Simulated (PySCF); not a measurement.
C₅H₉NO₂Si: full NMR table

```yaml
Formula: C5H9NO2Si
SMILES: C=C([SiH2]N)C(=O)CC=O
InChI: InChI=1S/C5H9NO2Si/c1-4(9-6)5(8)2-3-7/h3H,1-2,6,9H2
Point_group_of_the_computed_structure: C1
Degrees_of_unsaturation: 3
Carbon_signals: 5
Proton_signals: 6
```

Atoms are numbered as in `[CH2:1]=[C:2]([SiH2:3][NH2:4])[C:5](=[O:6])[CH2:7][CH:8]=[O:9]`. Hydrogens are named by the atom that carries them. Ha(C1) is cis to Si3; Hb(C1) is trans to Si3.

[PySCF: σ from GIAO-PBE0/pcSseg-1; GFN2-xTB geometry; one computed conformer; in vacuum; relativity neglected; one averaged value for each set of equivalent atoms]

References, each an isolated molecule treated in the same way: TMS for ¹H (σ = 31.72 ppm), ¹³C (σ = 186.93 ppm), ²⁹Si (σ = 349.16 ppm); ¹⁵N (σ = 267.73 ppm) vs NH3; ¹⁷O (σ = 336.08 ppm) vs H2O.

```tsv
carbon	δC, type	δH (multiplicity)	HMBC from (2–3 bonds)	span of the C tensor (ppm)
C1	149.4, CH2	Ha(C1) 6.96 (br s); Hb(C1) 7.39 (br s)	H(Si3)	266
C2	158.8, C	–	Hb(C1), Ha(C1), H(Si3), H(C7)	194
C5	200.1, C	–	H(C8), Hb(C1), Ha(C1), H(Si3), H(C7)	189
C7	65.4, CH2	4.03 (d)	H(C8)	61
C8	202.2, CH	9.93 (t)	H(C7)	200
```

Other nuclei:
| atoms | nucleus | environment | δ (ppm) | σ (ppm) |
| --- | --- | --- | --- | --- |
| H(Si3) | ¹H | hydrogen on a silicon bonded to C, N | 5.05 | 26.67 |
| H(N4) | ¹H | hydrogen on a nitrogen bonded to Si | 0.05 | 31.67 |
| Si3 | ²⁹Si | silicon bonded to C, N, 2 H | -46.1 | 395.3 |
| N4 | ¹⁵N | nitrogen bonded to Si, 2 H | 4.6 | 263.1 |
| O9 | ¹⁷O | aldehyde oxygen | 706.7 | -370.6 |
| O6 | ¹⁷O | ketone oxygen | 670.4 | -334.3 |

Carbon types of the structure: 2 × C, 1 × CH, 2 × CH2, leaving 4 H on heteroatoms. δC 202.2: aldehyde carbonyl carbon; low-lying n→π* states of the double bond to the heteroatom give a large paramagnetic term (-264 ppm). δC 200.1: ketone carbonyl carbon; the double bond to the heteroatom, with no lone-pair donor beside it, deshields it most. δC 158.8: α carbon of a C=C–C=O unit; as expected for a trigonal carbon in a double bond. δC 149.4: β carbon of a C=C–C=O unit; conjugation with the carbonyl draws π density from the β position. δH 9.93: hydrogen on an aldehyde carbonyl carbon; the formyl region, downfield of aromatic protons.

OH and NH positions are those of a molecule without intermolecular hydrogen bonds; in solution they move with solvent, concentration and temperature, and exchange usually removes their couplings. Shifts are as computed. Against solution values, carbons near 30 ppm lie about +3 ppm off and those near 130 ppm about +5 ppm. Of 1309 compounds with measured shifts, 239 miss one by over three times the rms of a fit or turn the order of signals round; such compounds aren't used in these exercises. Unscaled 17O shifts of doubly bonded oxygen tend to come out too high, by tens of ppm or more. Experimental scales use liquid or dissolved standards, which lie at an offset from isolated NH3 (liquid NH3: subtract about 20 ppm) and H2O (liquid H2O: subtract about 36 ppm). No couplings were computed; multiplicities are counted from neighbouring protons, with m where these are inequivalent, close in shift, in a saturated or five-membered ring or joined by F or P, and br s for small geminal =CH2 splittings.
